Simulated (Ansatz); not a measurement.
Consider the cleavage of the Si–Si bond: `O[Si](F)([SiH3])[SiH3]` + `OC1=CC1` → `[SiH3]OC1=CC1` + `O[SiH](F)[SiH3]`.

Isolated molecules relaxed with PBE0-D4/def2-TZVP in Ansatz; ΔE leaves out vibrations. CCSD(T)/CBS is the MP2 limit (def2-TZVPP, def2-QZVPP) plus CCSD(T) − MP2 in def2-TZVPP, frozen cores. DFT in def2-TZVPP. Each species was taken in one conformer, which may not be the lowest.

```
             level  ΔE (kJ/mol)
            r2SCAN        -80.6
     HF/def2-TZVPP       -115.6
SCS-MP2/def2-TZVPP       -105.8
    CCSD/CBS(def2)        -94.0
```

What does CCSD(T)/CBS give? (An estimate is asked.)

The calculation gave: -90.8 kJ/mol. The listed levels differ from it by 10.2, -24.8, -15.0, -3.2 kJ/mol.

Largest T1 diagnostic among the species: 0.013.

In def2-TZVPP, CCSD(T) changes the Hartree–Fock value by +23.1 kJ/mol (the triples alone add +3.2 kJ/mol) and MP2 by +14.0 kJ/mol. From PBE to PBE0 (25 % exact exchange), in def2-TZVPP and without D4, ΔE moves by −9.1 kJ/mol.

CCSD(T)/CBS has its own doubt, a few kJ/mol and more with outer-core shells, so smaller differences from it don't rank the levels.
